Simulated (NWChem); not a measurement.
# BeSiH$_{3}$OCl; SMILES [SiH3][O][Be][Cl]

```xyz
7

Be    -0.0326     0.7982     0.0038
Cl    -0.0698     2.6084     0.0168
O     -0.0043    -0.6101    -0.0062
Si     0.0315    -2.2629    -0.0146
H     -0.8327    -2.7822    -1.1156
H     -0.4710    -2.7862     1.2902
H      1.4315    -2.7362    -0.2260
```
Atoms are numbered in this order, from 1.

Level: PBE0/def2-SVP (NWChem), optimised geometry, unscaled harmonic frequencies. 

List the harmonic frequencies with IR intensities, and the thermochemistry.


| frequency (cm⁻¹) | IR intensity (km/mol) |
|---|---|
| 61 | 0.0 |
| 61 | 0.0 |
| 325 | 63.8 |
| 325 | 63.8 |
| 379 | 11.1 |
| 736 | 68.0 |
| 736 | 68.1 |
| 915 | 6.8 |
| 953 | 83.5 |
| 953 | 83.4 |
| 993 | 445.4 |
| 1507 | 902.8 |
| 2242 | 151.6 |
| 2242 | 151.3 |
| 2244 | 68.7 |

```
Property                                                                            Value
-----------------------------------------------------------------------  ----------------
zero-point energy                                                           21.0 kcal/mol
thermal correction to the enthalpy at 298.15 K (with zero-point energy)     25.3 kcal/mol
heat capacity Cv                                                         18.0 cal/(mol K)
entropy at 298.15 K and 1 atm (symmetry number 3)                        76.1 cal/(mol K)
dipole moment                                                                      1.30 D
```

Rigid rotor and harmonic oscillator; modes under 100 cm⁻¹ make the entropy uncertain.
